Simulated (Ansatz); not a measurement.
Job for Ansatz (a program for electronic structure): R-PBE/def2-TZVPP on H2MgO (SMILES [OH][MgH]), atoms moved off the minimum.

Ansatz 0.2 input:
```yaml
crystal:
  periodic: [false, false, false]
  atoms:
    - {symbol: Mg, position_ang: [0.09525912, 0.08864750, -0.80300497]}
    - {symbol: H, position_ang: [-0.15637459, -0.04913741, -2.29073194]}
    - {symbol: O, position_ang: [-0.06395195, -0.01780512, 1.00500003]}
    - {symbol: H, position_ang: [0.03182580, -0.21252433, 1.84465689]}
basis:
  gaussian:
    orbitals: def2-TZVPP
hamiltonian:
  xc: {name: PBE}
scf: {lower_state_search: off}
output: {forces: true}
```

The log:

```
WARN ansatz: RAYON_NUM_THREADS=1 ignored (pool sized by the plan → 1); use --threads N
Functional definition: PBE
these checks for a lower state are left out or cut short: stability, starts, cluster_reference, orbital_swaps, neighbouring_geometries, increment
integrals: 0.02 GiB planned
557 factors; their error is unknown
mean field: 0.17 GiB planned
mean field evaluation 1: about -7509.5518 eV, gradient 7.5e1 eV
mean field evaluation 2: about -7381.1430 eV, gradient 1.9e2 eV
mean field evaluation 4: about -7518.7621 eV, gradient 1.2e1 eV
mean field evaluation 8: about -7519.4308 eV, gradient 1.4e-1 eV
mean field evaluation 16: about -7519.4308 eV, gradient 7.6e-5 eV
mean field -7519.43080907 eV, -276.3339853802 hartree, gradient 3.3e-6 eV, S^2 0.000000; 0 other end points of the search recorded, 0 dependent functions left out
the calculation of the forces begins
reference -7519.43084856 eV, -276.3339868313 hartree; 11, 11 occupied and 80, 80 virtual orbitals, 557 factors
Total energy: -7519.43084856 eV, -276.3339868313 hartree
Atom 0 at     0.095259     0.088648    -0.803005 Å, force     0.112600    -0.009018     3.066986 eV/Å
Atom 1 at    -0.156375    -0.049137    -2.290732 Å, force    -0.264790    -0.109875    -2.375957 eV/Å
Atom 2 at    -0.063952    -0.017805     1.005000 Å, force    -0.623338     1.574832    -7.084833 eV/Å
Atom 3 at     0.031826    -0.212524     1.844657 Å, force     0.775529    -1.455938     6.393804 eV/Å
Dipole moment:     0.233689     0.071837    -0.012592 e Å
Checks for a lower state left out: stability, starts, cluster_reference, orbital_swaps, neighbouring_geometries, increment
```

The calculation finished and met its thresholds.

Cost: roughly 1.4 core-seconds.
